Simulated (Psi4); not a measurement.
COS, charge +1, doublet, at a GFN2-xTB geometry (a state made from the parent by changing its charge; the spin is typed, not shown lowest); CCSD(T)/6-311G** run with Psi4.

The Psi4 input:
```
memory 2 GB

molecule {
1 2
  O    -0.00000000   -0.00000000   -1.68366881
  C    -0.00000000   -0.00000000   -0.55245407
  S     0.00000000    0.00000000    1.04900468
}

set basis 6-311g**
set reference uhf
set freeze_core true
set mp2_type conv
set scf_type pk
set puream true
set d_convergence 1e-8

energy('ccsd(t)')
print_variables()
```

It wrote (shortened):

```
   => Loading Basis Set <=

    Name: 6-311G**
    Role: ORBITAL
    Keyword: BASIS

         ---------------------------------------------------------
                                   SCF
               by Justin Turney, Rob Parrish, Andy Simmonett
                          and Daniel G. A. Smith
                              UHF Reference
         ---------------------------------------------------------

  ==> Geometry <==

    Molecular point group: c2v
    Full point group: C_inf_v

    Geometry (in Angstrom), charge = 1, multiplicity = 2:

       Center              X                  Y                   Z               Mass
    ------------   -----------------  -----------------  -----------------  -----------------
         O            0.000000000000     0.000000000000    -1.683323029533    15.994914619570
         C            0.000000000000     0.000000000000    -0.552108289533    12.000000000000
         S            0.000000000000     0.000000000000     1.049350460467    31.972071174400

  Running in c2v symmetry.

  Rotational constants: A = ************  B =      0.20024  C =      0.20024 [cm^-1]
  Rotational constants: A = ************  B =   6003.10227  C =   6003.10227 [MHz]
  Nuclear repulsion =   78.962862600455821

  Charge       = 1
  Multiplicity = 2
  Electrons    = 29
  Nalpha       = 15
  Nbeta        = 14

  ==> Algorithm <==

  SCF Algorithm Type is PK.
  DIIS enabled.
  MOM disabled.
  Fractional occupation disabled.
  Guess Type is SAD.
  Energy threshold   = 1.00e-08
  Density threshold  = 1.00e-08
  Integral threshold = 1.00e-12

  ==> Primary Basis <==

  Basis Set: 6-311G**
    Blend: 6-311G**
    Number of shells: 28
    Number of basis functions: 62
    Number of Cartesian functions: 65
    Spherical Harmonics?: true
    Max angular momentum: 2

  ==> Integral Setup <==

  Using in-core PK algorithm.
   Calculation information:
      Number of atoms:                   3
      Number of AO shells:              28
      Number of primitives:             57
      Number of atomic orbitals:        65
      Number of basis functions:        62

      Integral cutoff                 1.00e-12
      Number of threads:                 1

  Performing in-core PK
  Using 3816162 doubles for integral storage.
  We computed 72789 shell quartets total.
  Whereas there are 82621 unique shell quartets.

  ==> DiskJK: Disk-Based J/K Matrices <==

    J tasked:                  Yes
    K tasked:                  Yes
[...]
  @UHF Final Energy:  -509.94355657297564
    Total Energy =                       -509.9435565729756377
[...]
      5   6  25  37        -0.0417310794
      4   5  25  37        -0.0399795365
      3   3   0   0        -0.0369154344
      6   4  36  25        -0.0349518885

    SCF energy       (wfn)                    = -509.943556572975638
    Reference energy (file100)                = -509.943556572975808

    Opposite-spin MP2 correlation energy      =   -0.301625651569889
    Same-spin MP2 correlation energy          =   -0.112768220269724
    Singles MP2 correlation energy            =   -0.000000000000000
    MP2 correlation energy                    =   -0.414393871839613
      * MP2 total energy                      = -510.357950444815401

    Opposite-spin CCSD correlation energy     =   -0.334733656995068
    Same-spin CCSD correlation energy         =   -0.099310595137397
    Singles CCSD correlation energy           =   -0.000000000000000
    CCSD correlation energy                   =   -0.434044252132466
      * CCSD total energy                     = -510.377600825108289

            **************************
            *                        *
            *        CCTRIPLES       *
            *                        *
            **************************

    Wave function   =    CCSD_T
    Reference wfn   =      UHF

    Nuclear Rep. energy (wfn)                =   78.962862600455821
    SCF energy          (wfn)                = -509.943556572975638
    Reference energy    (file100)            = -509.943556572975808
    CCSD energy         (file100)            =   -0.434044252132466
    Total CCSD energy   (file100)            = -510.377600825108289

    Number of ijk index combinations:
    Spin Case AAA:                                  56
    Spin Case BBB:                                  35
    Spin Case AAB:                                 196
    Spin Case ABB:                                 168
    AAA (T) energy                             =   -0.000475550989622
    BBB (T) energy                             =   -0.000466711276965
    AAB (T) energy                             =   -0.009505371259602
    ABB (T) energy                             =   -0.009588002660458
    (T) energy                                   =   -0.020035636186647
      * CCSD(T) total energy                     = -510.397636461294894

  Variable Map:
  ----------------------------------------------------------------------------
[...]
  Array Variable Map:
  ----------------------------------------------------------------------------
[...]
[...]
```
